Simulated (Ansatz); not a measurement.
Br2, closed-shell singlet (the spin of the measured ground state), most abundant isotopes (78.9183 and 78.9183 u). Constants from fifth-degree fits in 1/R to seven points on the lowest solution found; no spin–orbit coupling, no relativity up to Kr; ω_e x_e and α_e move by some per cent with the fit.

Correlated levels freeze the inner cores; with def2 sets outer-core shells near the valence are correlated too. CBS: X⁻³ extrapolation of the correlation energy, Hartree–Fock from the larger set.

The values were computed with Ansatz (a program for electronic structure) with Gaussian orbitals. 

```json
[
 {"level": "PBE/def2-TZVPP", "r_e (Å)": "2.3112", "ω_e (cm⁻¹)": "314.4", "ω_e x_e (cm⁻¹)": "0.883", "α_e (cm⁻¹)": "0.000294"},
 {"level": "CCSD(T)/CBS(def2-TZVPP, def2-QZVPP)", "r_e (Å)": "2.2769", "ω_e (cm⁻¹)": "331.3", "ω_e x_e (cm⁻¹)": "0.991", "α_e (cm⁻¹)": "0.000306"}
]
```

D_e from total energies of the atoms and the molecule: 2.49 eV at PBE/def2-TZVPP; 2.30 eV at CCSD(T)/CBS(def2-TZVPP, def2-QZVPP).

Derive the rotational constants, the centrifugal constant, the fundamental, the zero-point energy and the force constant, and test the Morse rule for the well depth.


μ = 39.45917 u.
- PBE/def2-TZVPP: B_e = 16.8576/(μ r_e²) = 0.079979 cm⁻¹; B₀ = B_e − α_e/2 = 0.079832 cm⁻¹; D = 4B_e³/ω_e² = 2.07e-08 cm⁻¹; fundamental ω_e − 2ω_e x_e = 313 cm⁻¹; zero-point energy ω_e/2 − ω_e x_e/4 = 157 cm⁻¹; k = μ(2πcω_e)² = 230 N/m; a Morse well would hold ω_e²/(4ω_e x_e) = 3.47 eV against the computed D_e of 2.49 eV
- CCSD(T)/CBS(def2-TZVPP, def2-QZVPP): B_e = 16.8576/(μ r_e²) = 0.082408 cm⁻¹; B₀ = B_e − α_e/2 = 0.082255 cm⁻¹; D = 4B_e³/ω_e² = 2.04e-08 cm⁻¹; fundamental ω_e − 2ω_e x_e = 329 cm⁻¹; zero-point energy ω_e/2 − ω_e x_e/4 = 165 cm⁻¹; k = μ(2πcω_e)² = 255 N/m; a Morse well would hold ω_e²/(4ω_e x_e) = 3.43 eV against the computed D_e of 2.30 eV

Measured for the ground state: r_e 2.2811 Å [Huber and Herzberg (1979), NIST Chemistry WebBook]; ω_e 325.32 cm⁻¹ [Huber and Herzberg (1979), NIST Chemistry WebBook].
